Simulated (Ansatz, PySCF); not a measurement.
Cl₃Y, SMILES [Y-]([Cl])([Cl])[Cl] (connectivity only; charge and spin as stated), charge -1, multiplicity 2. Atoms are numbered in the order given.

```xyz
4

Y      0.0000     0.0000     0.1823
Cl     2.2072    -1.2743     0.1813
Cl    -0.0001     2.5486     0.1813
Cl    -2.2071    -1.2742     0.1813
```
Charge -1, spin multiplicity 2.

Geometry: B3LYP-D3(BJ)/def2-SVPD. The multiplicity is an assumed one; other spin states were not compared. The def2 effective core potentials stand for the cores of Y; spin–orbit coupling is left out.

Two levels are set side by side: PBE-D3(BJ)/def2-SVPD (Ansatz, an electronic-structure program) and B3LYP-D3(BJ)/def2-SVPD (Ansatz). Each level has its own optimised geometry; the coordinates shown are those of the second. Frequencies come from the Hessian of PySCF at each geometry. Differences are taken from unrounded values.

```csv
quantity,B3LYP-D3(BJ)
mean bond length (Å),2.549
bond Y1–Cl2 (Å),2.549
bond Y1–Cl3 (Å),2.549
bond Y1–Cl4 (Å),2.549
highest harmonic wavenumber (cm⁻¹),306
mean harmonic wavenumber (cm⁻¹),174
zero-point energy (kcal/mol),1.50
```

Q: What does PBE-D3(BJ) give, and how far is it from B3LYP-D3(BJ)? (An estimate is asked for; the answer gives what the named calculation found.)

A: 
```tsv
quantity	PBE-D3(BJ)	PBE-D3(BJ) minus B3LYP-D3(BJ)
mean bond length (Å)	2.535	-0.013
bond Y1–Cl2 (Å)	2.535	-0.013
bond Y1–Cl3 (Å)	2.535	-0.013
bond Y1–Cl4 (Å)	2.535	-0.013
highest harmonic wavenumber (cm⁻¹)	307	1
mean harmonic wavenumber (cm⁻¹)	175	0
zero-point energy (kcal/mol)	1.50	0.00
```

On these quantities the two levels nearly agree.
